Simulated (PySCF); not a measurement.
**Working with the constants of BiB**

r²SCAN constants of BiB, ³Π (triplet), unpaired electrons σ ↑, π ↑ (basis Bi cc-pVDZ-PP with ECP60, B cc-pVDZ; scalar-relativistic core potentials; PySCF 2.14; masses 208.9804 and 11.0093 u):

```
ωe              : 620.2 cm⁻¹
ωexe            : 3.59 cm⁻¹
Be              : 0.34777 cm⁻¹
αe              : 0.00257 cm⁻¹
D (centrifugal) : 4.37e-07 cm⁻¹
De to Bi + B    : 2.16 eV
```

(1) Give the vibrational terms G(v) and spacings up to v = 6.

(2) How well does the Morse estimate ωe²/(4ωexe) reproduce De, and what is D0?

Spin–orbit coupling is left out, which matters for elements this heavy, above all for dissociation energies. The state was picked by a PBE0 search and need not be the measured ground state.

## Answers

(1) G(v) = ωe(v+½) − ωexe(v+½)².

| v | G(v) (cm⁻¹) | G(v) − G(v−1) | Bv (cm⁻¹) |
| --- | --- | --- | --- |
| 0 | 309.2 |  | 0.3465 |
| 1 | 922.2 | 613.0 | 0.3439 |
| 2 | 1528.1 | 605.8 | 0.3413 |
| 3 | 2126.7 | 598.7 | 0.3388 |
| 4 | 2718.2 | 591.5 | 0.3362 |
| 5 | 3302.5 | 584.3 | 0.3336 |
| 6 | 3879.6 | 577.1 | 0.3311 |

(2) It gives 3.32 eV, 154 % of the computed De. D0 = De − G(0) = 2.16 − 0.04 = 2.12 eV.
